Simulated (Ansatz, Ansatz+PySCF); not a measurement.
```
atom    x (Å)    y (Å)    z (Å)
   C  -0.0054  -0.0155  -1.2220
   C   0.0196   0.0424   0.2962
   N   0.0197  -0.0454   1.4422
   H  -0.0057  -1.0570  -1.5982
   H  -0.8824   0.4746  -1.5293
   H   0.8824   0.4850  -1.5936
```

Basis set: def2-SVP (spherical functions). Correlated methods keep 3 orbitals frozen. Charge 0, multiplicity 1.

Computed with Ansatz (development build ahead of 0.2.0); each method stands on the lowest determinant of its kind that the runs found. Restricted open shells among the atoms or ions are ROHF, correlated in semicanonical orbitals with singles. Restricted functionals stand beside restricted open-shell atoms, which can lie above the unrestricted atoms usual in DFT and then raise those values.

The atomization energy at this shape (free ground-state atoms in the same class of orbitals less the molecule, no zero-point energy) of singlet C₂H₃N:

```json
{"method": "ωB97X (restricted)", "atomization energy": "2588.9 kJ/mol"}
{"method": "ωB97X (unrestricted)", "atomization energy": "2566.2 kJ/mol"}
{"method": "r²SCAN (restricted)", "atomization energy": "2582.5 kJ/mol"}
{"method": "r²SCAN (unrestricted)", "atomization energy": "2561.3 kJ/mol"}
{"method": "PBE0 (restricted)", "atomization energy": "2599.0 kJ/mol"}
{"method": "PBE0 (unrestricted)", "atomization energy": "2586.9 kJ/mol"}
{"method": "PBE (restricted)", "atomization energy": "2667.9 kJ/mol"}
{"method": "RHF-CCSD(T)", "atomization energy": "2444.9 kJ/mol"}
{"method": "UHF-MP2", "atomization energy": "2490.6 kJ/mol"}
{"method": "RHF-MP2", "atomization energy": "2493.4 kJ/mol"}
{"method": "RHF", "atomization energy": "1859.2 kJ/mol"}
{"method": "UHF", "atomization energy": "1828.4 kJ/mol"}
```

(1) What does PBE (unrestricted) give?

Answers

(1) 2658.6 kJ/mol.
